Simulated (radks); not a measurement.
Spherical quantum dot in the effective-mass picture: electrons in a parabolic well V = omega^2 r^2 / 2 with omega = 0.464, with a point charge +1 (a donor) at the centre, all in effective atomic units (hartree* = m*/eps^2 hartree, bohr* = eps/m* bohr), one dielectric constant everywhere. Method: non-relativistic Kohn-Sham, LDA (Slater exchange, Perdew-Wang correlation), spin-polarised, spherical densities; computed with a radial shooting solver with Libxc functionals. Levels are named by radial order and angular momentum (1s, 1p, 1d, 2s, ...), and open shells are averaged over m. Each electron was tried in the lowest free levels, single moves between levels near the top were tried too, and the lowest total energy was kept; such a search can miss a lower state. At N = 1 the Hartree and exchange-correlation terms need not cancel, so that row can carry a self-interaction error.

N	open shells	2S	E (hartree*)	mu = E(N) - E(N-1) (hartree*)	addition energy mu(N+1) - mu(N) (hartree*)	e(HOMO) (hartree*)	rms radius (bohr*)
1	1s(up 1, down 0)	1	-0.249611	-0.24961	0.6922	0.033107	1.286
2	none	0	0.192949	0.44256	1.056	0.68329	1.477
3	1p(up 1, down 0)	1	1.69138	1.4984	0.3251	1.6598	1.868
4	1p(up 2, down 0)	2	3.51495	1.8236	0.3241	1.9868	2.086
5	1p(up 3, down 0)	3	5.66264	2.1477	0.3939	2.3072	2.244
6	1p(up 3, down 1)	2	8.20424	2.5416	0.2855	2.6840	2.383
7	1p(up 3, down 2)	1	11.0314	2.8271	0.2841	2.9699	2.500
8	none	0	14.1426	3.1113	0.4644	3.2518	2.604
9	2s(up 1, down 0)	1	17.7183	3.5757	0.2962	3.7070	2.727
10	none	0	21.5902	3.8719	0.3241	4.0021	2.836
11	1d(up 1, down 0)	1	25.7861	4.1959	0.2388	4.3158	2.935
12	1d(up 2, down 0)	2	30.2209	4.4348	0.2359	4.5532	3.025
13	1d(up 3, down 0)	3	34.8916	4.6707	0.2329	4.7877	3.107
14	1d(up 4, down 0)	4	39.7952	4.9036	0.2297	5.0189	3.183
15	1d(up 5, down 0)	5	44.9284	5.1333	0.2778	5.2471	3.254
16	1d(up 5, down 1)	4	50.3395	5.4110	0.2178	5.5202	3.323
17	1d(up 5, down 2)	3	55.9683	5.6288	0.2159	5.7371	3.388
18	1d(up 5, down 3)	2	61.8129	5.8447	0.2137	5.9519	3.450
19	1d(up 5, down 4)	1	67.8713	6.0584	0.2115	6.1645	3.509
20	none	0	74.1412	6.2699	0.4382	6.3748	3.566
21	1f(up 1, down 0)	1	80.8492	6.7080	0.1976	6.8071	3.629
22	1f(up 2, down 0)	2	87.7548	6.9056	0.1960	7.0039	3.689
23	1f(up 3, down 0)	3	94.8565	7.1017	0.1944	7.1992	3.746
24	1f(up 4, down 0)	4	102.153	7.2961	0.1928	7.3928	3.801
25	1f(up 5, down 0)	5	109.642	7.4889	0.1912	7.5848	3.854
26	1f(up 6, down 0)	6	117.322	7.6802	0.1896	7.7752	3.905
27	1f(up 7, down 0)	7	125.191	7.8698	0.2311	7.9641	3.954
28	1f(up 7, down 1)	6	133.292	8.1009	-	8.1929	4.002

All shells are closed at N = 2, 8, 10, 20 (there: 1s2 1p6 1d10 2s2); the second difference of the energy has clear peaks (12 % above both neighbours; the first and last values, which can be the largest, are not judged, and half-filled shells can peak too) at N = 2, 5, 8, 15, 20.
